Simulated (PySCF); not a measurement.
Be(SiH3)(GeH3), SMILES [SiH3][Be][GeH3] (H6BeGeSi) at its PBE0/def2-SVP optimised geometry (Å):

```
9

Be     0.0270    -0.0727     0.0000
Si     2.2245    -0.0727     0.0000
H      2.7861     1.3190    -0.0179
H      2.7875    -0.7831    -1.1961
H      2.7877    -0.7525     1.2136
Ge    -2.1872    -0.0673     0.0009
H     -2.7798     1.1499     0.7473
H     -2.7850    -0.0269    -1.4241
H     -2.7877    -1.3190     0.6808
```

Level of theory: PBE0/def2-TZVP in PySCF. Cells within 0.4 Å of a nucleus heavier than hydrogen are left out (blank, or x).

Map of the electron localisation function on the plane z = 0.0 Å:

```
|0000000000000000000000000000000|
|0000000000000000000000000000000|
|0000000000000000000000000000000|
|0000000000000000000000000000000|
|0000000000000000000000000000000|
|0000000000000000000000000000000|
|0000000000000000000000122100000|
|0000012210000000000004899840000|
|0000257641000000000028999995000|
|0002689973100000000049999998200|
|0003799985211210011159999999400|
|0003799985335521254359999999400|
|0002588864458841388658999997200|
|0001355211269930299852389973100|
|0001232266149902089904504531000|
|00012215xx4297xxx4990xx50210000|
|00012314xx23980x16990xx21211000|
|0001354122169910099920014321000|
|0002578632368941399842244210000|
|0014799985446731277522232110000|
|0015899996223310133211111000000|
|0004899985100100001000000000000|
|0001589973000000000000000000000|
|0000145531000000000000000000000|
|0000000000000000000000000000000|
|0000000000000000000000000000000|
|0000000000000000000000000000000|
|0000000000000000000000000000000|
|0000000000000000000000000000000|
|0000000000000000000000000000000|
|0000000000000000000000000000000|
```
Scale: ten equal steps from 0.000 (start of '0') to 1.000 (end of '9'), in the order '0123456789'; x runs from -5.00 to 5.00, y from -5.00 (bottom) to 5.00 (top).
